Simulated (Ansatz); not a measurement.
`c1cc[c]([GeH2][c]2ccccc2)cc1`, relaxed with RKS PBE0-D4/def2-TZVP in Ansatz 0.2.0 from a PBE-D4/def2-SVP geometry. The force threshold is 0.005 eV/Å; the program also tests the step.

Charge 0, multiplicity 1.

Start:

```xyz
25

C    -2.547    0.653    2.990
C    -2.813   -0.422    2.128
C    -2.326   -0.404    0.811
C    -1.568    0.687    0.338
Ge   -0.813    0.665   -1.472
C     0.955   -0.185   -1.445
C     2.115    0.578   -1.197
C     3.375   -0.036   -1.117
C     3.491   -1.425   -1.286
C     2.344   -2.196   -1.533
C     1.086   -1.579   -1.611
C    -1.309    1.762    1.214
C    -1.795    1.746    2.531
H    -2.929    0.641    4.022
H    -3.406   -1.280    2.482
H    -2.546   -1.254    0.145
H    -0.665    2.126   -1.978
H    -1.752   -0.152   -2.402
H     2.040    1.670   -1.066
H     4.271    0.574   -0.923
H     4.479   -1.907   -1.226
H     2.431   -3.285   -1.668
H     0.195   -2.199   -1.808
H    -0.723    2.629    0.867
H    -1.587    2.594    3.203
```

How much energy does the relaxation release, and in how many steps? (An estimate is asked.)

The calculation gave: 3.31 kcal/mol, in 6 steps.

Which bonds change most? (Estimate.)

Ansatz gave: C3–C4 from 1.411 to 1.393 Å; C6–C11 from 1.410 to 1.393 Å; C4–C12 from 1.410 to 1.393 Å; C6–C7 from 1.410 to 1.393 Å.

Give the relaxed structure. (An estimate is asked.)

Computed: 
```xyz
25

C    -2.574    0.672    2.966
C    -2.823   -0.399    2.121
C    -2.314   -0.398    0.831
C    -1.550    0.671    0.366
Ge   -0.787    0.643   -1.425
C     0.970   -0.197   -1.417
C     2.118    0.558   -1.188
C     3.366   -0.044   -1.139
C     3.483   -1.414   -1.321
C     2.349   -2.178   -1.554
C     1.102   -1.571   -1.601
C    -1.311    1.742    1.225
C    -1.818    1.744    2.516
H    -2.973    0.673    3.974
H    -3.417   -1.238    2.468
H    -2.521   -1.241    0.180
H    -0.643    2.093   -1.924
H    -1.718   -0.164   -2.350
H     2.044    1.632   -1.048
H     4.251    0.557   -0.961
H     4.458   -1.887   -1.285
H     2.435   -3.249   -1.700
H     0.224   -2.181   -1.789
H    -0.725    2.590    0.885
H    -1.624    2.586    3.172
```
